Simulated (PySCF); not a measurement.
Question: What does the PBE0-D3(BJ)/def2-SVP structure of `[SiH2]([SbH2])F` look like in three dimensions?

Answer: 
```xyz
7
FH4SbSi angstrom
F     -1.8634   -0.6247    1.0645
Si    -0.9126    0.0975   -0.0469
Sb     1.4935    0.1922    0.8651
H     -1.0373   -0.6789   -1.3141
H     -1.4208    1.4855   -0.2561
H      1.9683    0.8858   -0.6340
H      1.8046   -1.3870    0.2715
```

Any rigid rotation of these coordinates is as good. Atoms count from 1 in this order. Si2 (fluorine-bound silicon) is distorted tetrahedral (angles from 107.4° to 113.5°). Sb3 (antimony bonded to Si and 2 H) is pyramidal (angles 91.1°, 90.7° and 87.9°, sum 269.8°, 1.10 Å off the plane of its three neighbours).

Bonds between heavy atoms (Å): F1–Si2 1.631, Si2–Sb3 2.575.

Method: PBE0-D3(BJ)/def2-SVP geometry optimisation, gas phase, def2 core potentials past Kr (PySCF 2.14.0).

No PBE0-D3(BJ)/def2-SVP frequencies stand behind this structure, so it isn't proved a minimum. One conformer, not necessarily the lowest (F1–Si2–Sb3–H 177° and 86°).
